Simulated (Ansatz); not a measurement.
Born–Oppenheimer molecular dynamics of ClH₅Sn (7 atoms, charge 0, multiplicity 1). It starts at the highest image of a converged band. Of that band: Neighbouring images differ by up to 1.3 eV, so the band resolves the path poorly. A vibrational analysis at the climbing image gives 2 clearly imaginary modes (1073i, 139i cm⁻¹): a point of higher order, so a lower path passes nearby.

Level of theory: RKS B3LYP-D4/def2-mTZVP in Ansatz 0.2.0.

| Property | Result |
| --- | --- |
| ensemble | NVE (velocity Verlet) |
| time step | 0.5 fs |
| steps asked | 200 |
| starting velocities drawn for | 300 K |
| seed | 11389 |

First frame:

```xyz
7
Properties=species:S:1:pos:R:3
Sn -0.243 0.000 -0.227
Cl 0.010 0.000 2.732
H 1.444 0.000 0.001
H -0.798 1.450 -0.945
H -0.798 -1.450 -0.945
H -1.837 0.000 0.959
H -1.334 0.000 1.743
```

Q: What does the run give?

A: All steps were run.

```
steps done                                               : 200
time covered                                             : 100 fs
mean temperature over the second half                    : 2616 K
spread of the potential energy over the second half      : 26.4 meV per atom
mean potential energy of the second half above the start : -213.8 meV per atom
```

The conserved energy stayed within 0.24 meV per atom of its start (net change 0.14 meV per atom), so the integration is sound. The kinetic energy rose, since the run started high on the potential surface and went downhill. It ends in pieces (ClH3Sn + H2), so much of that is their flight and rotation, not heat. A run of 0.1 ps of so small a system gives no equilibrium averages. The orbitals stay closed-shell, which can raise the energy where a bond breaks towards radicals; this wasn't checked here.

Q: What happens to the structure?

A: Between its relaxed ends the band would form Sn1–H6, Cl2–H7 and break Sn1–Cl2, H6–H7. These pairs go: Sn1–H6 1.99 → 9.52 Å, Cl2–H7 1.67 → 9.79 Å, Sn1–Cl2 2.97 → 2.71 Å, H6–H7 0.93 → 0.80 Å. In the last frame they stand as before the step (other bonds may differ from the relaxed reactants and products). It ends as ClH3Sn + H2. Pairs count as bonded within 1.25 times the sum of covalent radii (0.12 Å more for H–H). The details hang on the random start.

Q: How do temperature and energy run in time?

A: 
```
time (fs)  T (K)  potential energy less start (eV)  conserved less start (meV/atom)
        0    300                             0.000                             0.00
        8    257                             0.028                            -0.02
       16    828                            -0.341                             0.08
       24   1953                            -1.068                             0.07
       32   2574                            -1.469                             0.07
       40   2905                            -1.684                             0.00
       48   2925                            -1.697                            -0.09
       56   2608                            -1.493                            -0.17
       64   2162                            -1.205                            -0.18
       72   2389                            -1.351                            -0.14
       80   2630                            -1.506                             0.02
       88   2935                            -1.702                             0.14
       96   2881                            -1.667                             0.17
```

Time of the run: 9.6 min on 1 thread of Arm Neoverse V1, with other jobs on the host, peak memory 0.14 GiB.
